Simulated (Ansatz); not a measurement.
Reaction (cleavage of the Si–B bond): `C=CB[SiH2][SiH3]` + `BNC=C` → `BN(C=C)[SiH2][SiH3]` + `BC=C`

Isolated molecules relaxed with PBE0-D4/def2-TZVP in Ansatz; ΔE leaves out vibrations. CCSD(T)/CBS is the MP2 limit (def2-TZVPP, def2-QZVPP) plus CCSD(T) − MP2 in def2-TZVPP, frozen cores. Each species was taken in one conformer, which may not be the lowest.

```json
{"species": "`C=CB[SiH2][SiH3]`", "CCSD(T)/CBS(def2) energy (Eh)": "-684.41956"}
{"species": "`BNC=C`", "CCSD(T)/CBS(def2) energy (Eh)": "-159.21916"}
{"species": "`BN(C=C)[SiH2][SiH3]`", "CCSD(T)/CBS(def2) energy (Eh)": "-739.79097"}
{"species": "`BC=C`", "CCSD(T)/CBS(def2) energy (Eh)": "-103.86193"}
```

Task: Work out ΔE.

Result: ΔE = (-739.79097) + (-103.86193) − (-684.41956) − (-159.21916) = -0.01418 Eh = -37.2 kJ/mol.

Largest T1 diagnostic among the species: 0.014.

The D4 term adds −11.7 kJ/mol with B3LYP and −6.3 kJ/mol with PBE0; it sums over pairs of atoms, weighted by their polarisabilities, and B3LYP, whose exchange is more repulsive, gets the larger term. From PBE to PBE0 (25 % exact exchange), in def2-TZVPP and without D4, ΔE moves by −8.1 kJ/mol.

B3LYP here is the variant with VWN-RPA as its local correlation; programs differ in this.
